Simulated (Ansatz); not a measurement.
A run for Ansatz (a first-principles code): R-PBE0/def2-TZVPP on C2H6BF (SMILES CB(C)F), a point of a torsion scan.

Ansatz 0.2 input:
```yaml
crystal:
  periodic: [false, false, false]
  atoms:
    - {symbol: C, position_ang: [-1.39465406, -0.24185454, -0.12239848]}
    - {symbol: B, position_ang: [-0.07808747, 0.46070250, 0.39323553]}
    - {symbol: C, position_ang: [1.36180507, -0.18524287, 0.34748873]}
    - {symbol: F, position_ang: [-0.19274334, 1.68081115, 0.90324146]}
    - {symbol: H, position_ang: [-1.64223024, 0.14005638, -1.11281393]}
    - {symbol: H, position_ang: [-1.30309453, -1.32019212, -0.20876198]}
    - {symbol: H, position_ang: [-2.24784978, -0.01477264, 0.51288946]}
    - {symbol: H, position_ang: [1.54605083, -0.71788343, 1.28054267]}
    - {symbol: H, position_ang: [2.14463466, 0.56402994, 0.25844408]}
    - {symbol: H, position_ang: [1.47870483, -0.90824128, -0.45445615]}
basis:
  gaussian:
    orbitals: def2-TZVPP
hamiltonian:
  xc: {name: PBE0}
scf: {lower_state_search: off}
```

The head of its log:

```
WARN ansatz: RAYON_NUM_THREADS=1 ignored (pool sized by the plan → 1); use --threads N
Functional definition: PBE0
these checks for a lower state are left out or cut short: stability, starts, cluster_reference, orbital_swaps, neighbouring_geometries, increment
integrals: 0.09 GiB planned
1039 factors; their error is unknown
mean field: 0.95 GiB planned
mean field evaluation 1: about -5554.0693 eV, gradient 6.6e1 eV
mean field evaluation 2: about -5553.2346 eV, gradient 6.5e1 eV
```

**Question.** Give the final energy of this run.

**Answer.** -204.4442 hartree.
